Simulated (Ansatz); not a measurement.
Consider the substitution at a C–S bond: `CS[SiH](N)O` + `[SiH3]BN[SiH3]` → `CN([SiH3])B[SiH3]` + `N[SiH](O)S`.

Program: Ansatz. Geometries: PBE0-D4/def2-TZVP. ΔE: electronic, gas phase. CBS: MP2 limit from def2 TZ/QZ plus the TZ coupled-cluster correction, frozen cores. Functionals use def2-TZVPP. One conformer a species, not always the lowest.

Question: Is it downhill or uphill in electronic energy at CCSD(T)/CBS, and by how much? (Estimate.)

Answer: Ansatz gave: Uphill: ΔE = +0.19 eV.

Question: What do these levels give: ωB97X-V, ωB97M-V, PBE0, HF/def2-TZVPP, MP2/def2-TZVPP, SCS-MP2/def2-TZVPP, CCSD/def2-TZVPP, CCSD(T)/def2-TZVPP, MP2/def2-QZVPP, SCS-MP2/def2-QZVPP, HF/CBS(def2), CCSD/CBS(def2)? (Best estimate.)

Answer: The calculation gave: ωB97X-V 0.19, ωB97M-V 0.19, PBE0 0.21, HF/def2-TZVPP 0.24, MP2/def2-TZVPP 0.17, SCS-MP2/def2-TZVPP 0.17, CCSD/def2-TZVPP 0.16, CCSD(T)/def2-TZVPP 0.15, MP2/def2-QZVPP 0.20, SCS-MP2/def2-QZVPP 0.20, HF/CBS(def2) 0.24, CCSD/CBS(def2) 0.20 eV.

Largest T1 diagnostic among the species: 0.014.

In def2-TZVPP, CCSD(T) changes the Hartree–Fock value by −0.09 eV (the triples alone add −0.01 eV) and MP2 by −0.07 eV.
